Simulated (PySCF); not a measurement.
Two species compared at the same levels of theory.

First species: SiEt2(NCO)2, C6H10N2O2Si.
SMILES: `C(C)[Si](N=C=O)(CC)N=C=O`

Second species: C₆H₁₁F₃Ge.
Numbering: `[CH3:1][Ge@@H:2]1[CH2:3][CH2:4][CH2:5][C@H:6]1[C:7]([F:8])([F:9])[F:10]` (hydrogens: H11, H12, H13 on C1; H14 on Ge2; H15, H16 on C3; H17, H18 on C4; H19, H20 on C5; H21 on C6)

Cartesian coordinates in Å at the PBE0-D3(BJ)/def2-SVP level; atoms count from 1:
```xyz
21
C6H11F3Ge angstrom
C      2.4929    0.2547   -0.9139
Ge     1.1077    0.0087    0.4341
C      0.3399   -1.8027    0.4865
C     -0.9562   -1.6618   -0.3200
C     -1.6320   -0.3314    0.0185
C     -0.6215    0.8092   -0.1538
C     -1.0079    2.0750    0.5472
F     -2.1737    2.5711    0.1029
F     -0.0855    3.0349    0.3718
F     -1.1479    1.9012    1.8701
H      2.1568   -0.1464   -1.8814
H      2.7210    1.3232   -1.0373
H      3.4159   -0.2673   -0.6212
H      1.5698    0.5400    1.8029
H      0.1225   -2.0711    1.5329
H      1.0121   -2.5729    0.0811
H     -1.6457   -2.5028   -0.1406
H     -0.7235   -1.6805   -1.4002
H     -2.5315   -0.1678   -0.5964
H     -1.9662   -0.3547    1.0700
H     -0.5148    1.0681   -1.2201
```

Levels: B3LYP/def2-SVPD for HOMO energy, LUMO energy, HOMO–LUMO gap and static isotropic polarisability; TDDFT B3LYP/def2-SVPD for lowest singlet excitation; TDA B3LYP/def2-SVPD for lowest triplet excitation (Tamm–Dancoff). Geometries: PBE0-D3(BJ)/def2-SVP. Each species is one conformer at its optimised geometry, gas phase, non-relativistic unless stated. Electronic properties by PySCF.

Values for the first species:

| Property | Result |
| --- | --- |
| HOMO energy | -7.96 eV |
| LUMO energy | -0.23 eV |
| HOMO–LUMO gap | 7.73 eV |
| Lowest singlet excitation | 6.88 eV |
| Lowest triplet excitation (Tamm–Dancoff) | 6.53 eV |
| Static isotropic polarisability | 115.3 au |

Estimate the same properties for the second species, and the change in each.

```
                                property     first    second  second less first
                             HOMO energy  -7.96 eV  -7.92 eV           +0.04 eV
                             LUMO energy  -0.23 eV   0.15 eV           +0.38 eV
                           HOMO–LUMO gap   7.73 eV   8.07 eV           +0.34 eV
               lowest singlet excitation   6.88 eV   7.20 eV           +0.32 eV
lowest triplet excitation (Tamm–Dancoff)   6.53 eV   7.03 eV           +0.50 eV
         static isotropic polarisability  115.3 au  101.3 au           -14.0 au
```

On the first: The principal polarisabilities are 108.2, 114.2 and 123.5 au; their mean is the isotropic value. In wavenumbers S1 is 55500 cm⁻¹ (1 eV = 8065.54 cm⁻¹).

On the second: The polarisability is 15.01 Å³ as a volume (1 au = 0.148185 Å³), or 0.96 au for each of the 106 electrons. In wavenumbers S1 is 58100 cm⁻¹ (1 eV = 8065.54 cm⁻¹). Relativistic effects, spin–orbit coupling among them, are left out although an element past zinc is present.
